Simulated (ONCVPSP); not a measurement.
What one change does to a pseudopotential (tin (Sn), ONCV)

```
Element                 : Sn
Generator               : ONCVPSP 4.0.1
Type                    : optimised norm-conserving Vanderbilt (ONCV)
Functional              : PBE
Relativity              : scalar-relativistic
Frozen core             : [Kr] 4d10
Valence charge          : 4
Reference configuration : 5s2 5p2
Partial waves           : 5s: rc 1.80 bohr, ncon 4, nbas 7, qcut 3.1 1/bohr, 2 projectors, debl 1 Ha; 5p: rc 2.25 bohr, ncon 3, nbas 6, qcut 4.2 1/bohr, 3 projectors, debl 3.5 Ha
Local potential         : polynomial inside 1.35 bohr (lpopt 3, dvloc0 0 Ha)
Core correction         : polynomial model core, fcfact 0.15
```

All-electron outer shells of the reference configuration (PBE, scalar-relativistic, ld1.x):

```json
{"shell": "4p", "level (eV)": "-89.70", "outermost node (bohr)": "0.41", "outermost maximum (bohr)": "0.79"}
{"shell": "4d", "level (eV)": "-25.84", "outermost node (bohr)": "0.39", "outermost maximum (bohr)": "0.88"}
{"shell": "5s", "level (eV)": "-10.55", "outermost node (bohr)": "0.98", "outermost maximum (bohr)": "2.01"}
{"shell": "5p", "level (eV)": "-3.69", "outermost node (bohr)": "1.09", "outermost maximum (bohr)": "2.55"}
```

Change: p: debl 0.35.

Cutoffs: the cutoffs (Ha) at which the residual kinetic energy of the hardest occupied pseudo-wave falls to 1 and 0.1 mHa per electron; they do not see the model core or the augmentation charge, which bear on the density cutoff. Errors are all-electron minus pseudo energies relative to the spin-unpolarised reference configuration.

What does the change do?

The potential gets neither clearly harder nor softer (9.0 Ha and 22 Ha → 9.0 Ha and 22 Ha); a bound ghost appears in p, which as a rule spoils a file; the errors of the 4 common tests hardly move; the range in which the p phases agree narrows (upper end at the end of the scan → 3.7).

```tsv
quantity	base	changed
cutoff, loose	9.0 Ha	9.0 Ha
cutoff, tight	22 Ha	22 Ha
bound ghosts	none	p
GHOST(+) flags under 300 eV	s at 1.2 eV, p at 210.0 eV	s at 1.2 eV
error for 5s2 5p1, meV [ΔE 6.87 eV]	-9.8	-9.9
error for 5s2 5p0, meV [ΔE 20.83 eV]	-66	-66
error for 5s1 5p0, meV [ΔE 51.80 eV]	-302	-302
error for 5s2 5p1.5, meV [ΔE 2.62 eV]	-1.9	-1.9
s: phases at 1.82 bohr within 0.05 rad from the reference energy up to (Ha; the scan ends near 5)	0.0	0.0
p: phases at 2.29 bohr within 0.05 rad from the reference energy up to (Ha; the scan ends near 5)	to the end of the scan	3.7
rms error of d²Exc/dni dnj with the model core, mHa	0.50	0.50
```

Base: The cutoffs count occupied waves only; projector 2 of the s channel, the hardest unoccupied one, needs 39 Ha at the loose tolerance. Changed file: The cutoffs count occupied waves only; projector 2 of the s channel, the hardest unoccupied one, needs 39 Ha at the loose tolerance. A true bound ghost makes a file unfit for plane-wave use even where its test errors are small: the radial tests pick states by their node count and pass the ghost by.
